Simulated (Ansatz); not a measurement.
`[GeH3][CH2][GeH3]` + `CN[SiH2]Cl` → `Cl[SiH2][NH][GeH3]` + `C[CH2][GeH3]`  (redistribution)

Program: Ansatz. Geometries: PBE0-D4/def2-TZVP. ΔE: electronic, gas phase. CCSD(T)/CBS adds triple-zeta CCSD(T) − MP2 to the extrapolated MP2 energy (def2 sets, frozen cores). Functionals use def2-TZVPP. B3LYP here is the variant with VWN-RPA as its local correlation; programs differ in this. HSE06 is defined as in plane-wave codes. For Ge outer-core shells are correlated without core-valence functions, which leaves a few kJ/mol of doubt a bond. Scalar relativity is left out up to krypton. One conformer a species, not always the lowest.

`[GeH3][CH2][GeH3]`:

Z-matrix (Å, degrees):
```
Ge
C 1 1.955
H 1 1.539 2 109.9
H 1 1.540 2 110.7 3 120.2
H 1 1.539 2 109.9 3 -119.6
Ge 2 1.955 1 113.8 3 59.7
H 2 1.092 1 108.8 3 -178.7
H 2 1.092 1 108.8 3 -61.8
H 6 1.539 2 109.9 1 -59.7
H 6 1.539 2 109.9 1 59.9
H 6 1.540 2 110.7 1 -179.9
```

`CN[SiH2]Cl`:

Z-matrix (Å, degrees):
```
C
N 1 1.450
H 1 1.096 2 113.1
H 1 1.093 2 110.8 3 -122.0
H 1 1.093 2 109.4 3 119.9
Si 2 1.697 1 123.8 3 -88.7
H 2 1.008 1 113.6 3 65.8
Cl 6 2.075 2 114.8 1 68.9
H 6 1.479 2 108.8 1 -48.4
H 6 1.479 2 108.1 1 -172.4
```

`Cl[SiH2][NH][GeH3]`:

Z-matrix (Å, degrees):
```
Si
N 1 1.700
Cl 1 2.071 2 113.9
H 1 1.480 2 109.8 3 118.4
H 1 1.479 2 108.8 3 -117.5
Ge 2 1.848 1 126.2 3 77.6
H 2 1.010 1 116.5 3 -82.3
H 6 1.537 2 108.4 1 140.5
H 6 1.533 2 105.9 1 21.0
H 6 1.539 2 110.9 1 -99.2
```

`C[CH2][GeH3]`:

Z-matrix (Å, degrees):
```
C
C 1 1.522
H 1 1.094 2 111.5
H 1 1.093 2 111.5 3 -120.0
H 1 1.093 2 111.5 3 120.0
Ge 2 1.960 1 113.0 3 180.0
H 2 1.093 1 110.8 3 -59.1
H 2 1.093 1 110.8 3 59.0
H 6 1.541 2 110.0 1 -59.6
H 6 1.541 2 110.0 1 59.6
H 6 1.540 2 111.1 1 -180.0
```

```tsv
level	ΔE (kJ/mol)	difference from CCSD(T)/CBS
LDA (SPW92)	-41.0	8.1
BLYP-D4	-47.2	1.9
r2SCAN-D4	-47.8	1.3
B97M-V	-51.3	-2.2
PBE0-D4	-45.2	3.9
r2SCANh-D4	-48.0	1.1
r2SCAN0-D4	-48.3	0.8
HSE06-D4	-45.2	3.9
BHLYP-D4	-50.7	-1.6
CAM-B3LYP-D4	-49.0	0.1
ωB97X-V	-48.1	1.0
ωB97M-V	-48.2	0.9
B2PLYP	-49.5	-0.4
PBE-QIDH	-48.5	0.6
PBE	-42.9	6.2
BLYP	-46.1	3.0
r2SCAN	-47.7	1.4
PBE0	-44.8	4.3
B3LYP	-47.4	1.7
r2SCANh	-47.9	1.2
r2SCAN0	-48.2	0.9
HSE06	-44.8	4.3
BHLYP	-50.2	-1.1
CAM-B3LYP	-48.6	0.5
LC-ωPBE	-46.7	2.4
RPA@PBE/def2-TZVPP	-47.9	1.2
MP2/def2-SVP	-51.9	-2.8
CCSD/def2-SVP	-50.0	-0.9
CCSD(T)/def2-SVP	-49.7	-0.6
HF/def2-TZVPP	-54.2	-5.1
MP2/def2-TZVPP	-51.0	-1.9
SCS-MP2/def2-TZVPP	-51.8	-2.7
CCSD/def2-TZVPP	-49.7	-0.6
CCSD(T)/def2-TZVPP	-49.2	-0.1
HF/def2-QZVPP	-54.6	-5.5
MP2/def2-QZVPP	-51.0	-1.9
SCS-MP2/def2-QZVPP	-51.9	-2.8
HF/CBS(def2)	-54.7	-5.6
MP2/CBS(def2)	-50.8	-1.7
CCSD/CBS(def2)	-49.5	-0.4
CCSD(T)/CBS	-49.1	0
```

Largest T1 diagnostic among the species: 0.011.

In def2-TZVPP, CCSD(T) changes the Hartree–Fock value by +5.0 kJ/mol (the triples alone add +0.5 kJ/mol) and MP2 by +3.3 kJ/mol. Leaving LDA and LC-ωPBE aside and taking each functional with its dispersion term where it has one, the values, not all of them listed here, spread over 7.9 kJ/mol, from B97M-V to PBE-D4.

CCSD(T)/CBS has its own doubt, a few kJ/mol and more with outer-core shells, so smaller differences from it don't rank the levels.
